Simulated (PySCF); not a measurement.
## S (sulfur, neutral): UHF calculation

Configuration: [Ne] 3s2 3p4, high-spin 3P determinant. All numbers are calculated (PySCF 2.14, the non-relativistic Hamiltonian (point nucleus), in aug-cc-pV(D+d)Z).

```
Total energy                                                  : -397.498974 hartree
One-electron energy                                           : -549.3333 hartree
Hartree (Coulomb) energy                                      : 176.8601 hartree
Exchange energy                                               : -25.0258 hartree
Kinetic energy                                                : 397.48526 hartree
⟨S²⟩                                                          : 2.0103
⟨L²⟩                                                          : 2.033
Sum of ⟨r⟩                                                    : 15.50 bohr
Sum of ⟨r²⟩                                                   : 29.33 bohr²
Traceless quadrupole moment −½Σ⟨3z² − r²⟩ along its main axis : -2.40 e·bohr²
Density at the nucleus (Gaussians lack the cusp)              : 2600 bohr⁻³
Spin density at the nucleus                                   : 0.161 bohr⁻³
Langevin diamagnetic susceptibility                           : -23.2 ×10⁻⁶ cm³/mol
Time after the integrals                                      : 0.07 s of wall time on 1 thread of Neoverse-V2 (shared host)
```

| shell | electrons | mean orbital energy (eV) | spread (eV) | rms radius, mean of both spins (bohr) |
| --- | --- | --- | --- | --- |
| 1s α | 1 | -2503.9 | 0 | 0.113 |
| 1s β | 1 | -2503.4 | 0 | 0.113 |
| 2s α | 1 | -245.33 | 0 | 0.518 |
| 2s β | 1 | -244.81 | 0 | 0.518 |
| 2p α | 3 | -182.34 | 0.582 | 0.492 |
| 2p β | 3 | -181.44 | 0.363 | 0.492 |
| 3s α | 1 | -26.982 | 0 | 1.86 |
| 3s β | 1 | -21.113 | 0 | 1.86 |
| 3p α | 3 | -12.606 | 1.880 | 2.26 |
| 3p β | 1 | -10.225 | 0 | 2.26 |
